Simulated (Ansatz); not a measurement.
Two members of one family (InSb nanocrystals, H-capped) that differ in charge, which shifts all levels, computed with Ansatz in the gas phase; def2 core potentials for In, Sb, no spin–orbit coupling. Sets without diffuse functions give affinities that are too small. A dash marks a value that wasn't run or was left out as unsound. The structures are stationary points that may keep the symmetry of their start. Remarks come from the PBE and PBE0 runs and from stability tests at other levels; not every state was tested. A HOMO above zero means that the electron is unbound at that level and held by the basis, or that self-interaction error raises the level; the energy of removing that electron tells which. HOMO above LUMO (over both spins in singlets and doublets, within one spin in higher multiplets; at PBE or PBE0), or a gap under 0.15 eV within one spin, warns that the state may not be the lowest or that an electron is smeared out.

First: In4Sb4H14, cut from wurtzite (singlet, charge 0, r2SCAN-D4/def2-SVP geometry).

```tsv
atom	x (Å)	y (Å)	z (Å)
In1	-2.7068	-1.7135	-0.6324
Sb2	-0.0050	-2.1832	-1.7557
In3	-1.3374	2.9443	-0.4594
Sb4	-1.9262	0.5320	0.9488
Sb5	1.2183	1.9609	-1.5909
In6	2.3070	-0.6342	-1.1345
In7	-0.3314	-0.0263	3.2498
Sb8	2.1111	-0.6911	1.7090
H9	-3.5967	-1.2196	-2.0258
H10	-2.9384	-3.1158	0.3454
H11	-0.0070	-2.2406	-3.4580
H12	0.5181	-3.7914	-1.5490
H13	-2.3189	3.0997	-1.8698
H14	-0.8046	4.1818	0.6175
H15	-3.4142	0.9417	1.6804
H16	1.2914	2.1366	-3.2835
H17	2.5220	3.0090	-1.2707
H18	3.8086	-1.0487	-1.8731
H19	-0.7466	-1.5501	3.9430
H20	0.1346	1.4262	4.0553
H21	2.7514	-2.2128	2.1276
H22	3.4708	0.1951	2.2260
```

```tsv
level	HOMO (eV)	LUMO (eV)	gap (eV)	vertical EA (eV)
PBE-D4/def2-SVP	-5.87	-2.29	3.57	–
PBE-D4/def2-TZVP	-5.94	-2.40	3.54	0.92
r2SCAN-D4/def2-TZVP	-6.15	-2.19	3.96	–
PBE0-D4/def2-SVP	-6.79	-1.60	5.20	–
PBE0-D4/def2-TZVP	-6.83	-1.68	5.15	0.68
```

Remarks: HOMO above zero (-1 doublet).

Second: In4Sb5H16⁺, cut from zinc blende (singlet, charge 1, r2SCAN-D4/def2-SVP geometry).

Cartesian coordinates in Å:
```
Sb 1.2406 2.8495 -0.2884
Sb 2.5238 -1.0270 1.5153
Sb -1.4721 0.5730 2.2797
Sb -2.1974 0.9034 -2.0216
Sb -0.9162 -2.9745 -0.2177
In 1.2691 1.4424 2.1916
In 0.3421 2.0359 -2.9633
In 1.9903 -2.9476 -0.6412
In -2.7830 -0.8502 0.1507
H 2.8289 3.4394 -0.4036
H 0.5280 4.3345 0.1299
H 4.1716 -0.6143 1.4791
H 2.5768 -1.8413 3.0063
H -2.4367 1.9075 2.6941
H -1.7044 -0.2977 3.7182
H -3.3398 2.1445 -1.8196
H -2.9776 0.1525 -3.3306
H -1.3023 -4.0377 1.0510
H -1.6363 -3.8964 -1.4487
H 1.8018 2.2704 3.5961
H -0.0852 3.4904 -3.7512
H 1.2913 0.6484 -3.2880
H 2.5375 -4.4493 -0.0390
H 2.1713 -2.0079 -2.0594
H -4.4222 -1.2480 0.4601
```

**Question.** What does the change do? Estimate second minus first.

**Answer.** 
```csv
level,Δ HOMO (eV),Δ LUMO (eV),Δ gap (eV),Δ vertical EA (eV)
PBE-D4/def2-SVP,-3.36,-3.16,0.19,–
PBE-D4/def2-TZVP,-3.32,-3.14,0.18,3.11
r2SCAN-D4/def2-TZVP,-3.33,-3.15,0.17,–
PBE0-D4/def2-SVP,-3.35,-3.11,0.24,–
PBE0-D4/def2-TZVP,-3.31,-3.08,0.23,3.06
```

Remarks: gap within one spin near zero at PBE or PBE0 (neutral doublet).
